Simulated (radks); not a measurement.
Problem. Ionisation of the europium ion Eu2+, [Xe] 4f7, to [Xe] 4f6 as the strength of local exchange is varied. Method: Dirac Kohn-Sham, Slater X-alpha exchange (alpha = 2/3 is LDA exchange), no correlation, spin-unpolarised, spherical densities, point nucleus; open shells are shared between the two j in proportion to 2j + 1; computed with a radial shooting solver on a logarithmic mesh with Libxc functionals.

| alpha | E(Eu2+) (hartree) | exchange (hartree) | IE (eV) | -e of the level emptied (eV) | <r> of it (bohr) |
|---|---|---|---|---|---|
| 0.667 | -10838.0522 | -229.2913 | 22.966 | 14.579 (4f7/2) | 0.9695 |
| 0.765 | -10871.7962 | -263.8381 | 25.586 | 16.828 (4f7/2) | 0.9396 |
| 0.84 | -10897.6947 | -290.4218 | 27.688 | 18.666 (4f7/2) | 0.9193 |
| 0.867 | -10907.0339 | -300.0225 | 28.465 | 19.351 (4f7/2) | 0.9124 |
| 0.921 | -10925.7369 | -319.2726 | 30.049 | 20.755 (4f7/2) | 0.8994 |
| 0.977 | -10945.1675 | -339.3038 | 31.734 | 22.260 (4f7/2) | 0.8867 |
| x | -10850.0910 | -241.6048 | 23.885 | 15.362 (4f7/2) | 0.9583 |

Which alpha was used in the last row?

Solution. alpha = 0.702. NIST Atomic Spectra Database: 24.84 eV (semi-empirical). The Delta-SCF value meets it near alpha = 0.74. Spin polarisation and multiplet splitting are left out, so open shells lie too high by an amount that depends on their filling. Sharing an open shell by 2j + 1 raises it above the true ground level by a part of the spin-orbit splitting, which enters the differences from NIST.

Beside tabulated values, note that spin-unpolarised runs miss the spin-polarisation part of the exchange energy of open shells.
